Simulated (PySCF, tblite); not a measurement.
C₃H₆BF₂S (charge -1).
Numbering: `[BH3-:1][S:2][C:3](=[CH2:4])[CH:5]([F:6])[F:7]` (hydrogens: H8, H9, H10 on B1; H11, H12 on C4; H13 on C5)

Geometry (GFN2-xTB, Å), atoms numbered from 1 in this order:
```
atom  x, y, z in Å
B1     2.3807    0.0797   -0.0756
S2     0.8266   -0.9951   -0.6300
C3    -0.5630   -0.1269   -0.0559
C4    -0.5823    1.0428    0.5903
C5    -1.8523   -0.8327   -0.3571
F6    -2.6899   -0.0901   -1.1490
F7    -2.5978   -1.0759    0.7675
H8     2.3446    0.1475    1.1226
H9     2.2852    1.1465   -0.6189
H10    3.3208   -0.5523   -0.4699
H11   -1.5140    1.4874    0.9023
H12    0.3274    1.5641    0.8171
H13   -1.6903   -1.7943   -0.8612
```

Jobs on this species (13 atoms, 64 electrons) with PySCF (density fitting) and tblite. Hardware of each: an Intel Xeon at 2.70 GHz with one thread (shared host). The host was shared with other jobs, so the times are rough.

Question: Rank these jobs by wall time, shortest first.
A. GFN2-xTB; L-BFGS relaxation
B. PBE0/pcSseg-1; shieldings, charges and field gradients, density and orbital grids written; 156 basis functions
C. GFN2-xTB; Hessian by finite differences

Answer: C (1.1 s), A (2.1 s), B (66 s).

All jobs:

```json
{"level and settings": "GFN2-xTB", "work": "Hessian by finite differences", "basis functions": "–", "SCF cycles": "–", "wall time": "1.1 s"}
{"level and settings": "GFN2-xTB", "work": "L-BFGS relaxation", "basis functions": "–", "SCF cycles": "–", "wall time": "2.1 s"}
{"level and settings": "PBE0/pcSseg-1", "work": "shieldings, charges and field gradients, density and orbital grids written", "basis functions": "156", "SCF cycles": "14", "wall time": "66 s"}
{"level and settings": "CAM-B3LYP/def2-SVPD", "work": "8 singlets by full TDDFT, 3 Tamm–Dancoff triplets, polarisability", "basis functions": "201", "SCF cycles": "13", "wall time": "86 s"}
```

What do all jobs in the table cost together?

About 2.6 min; the longest takes about 55 % of that, and about 78 times as long as the shortest.
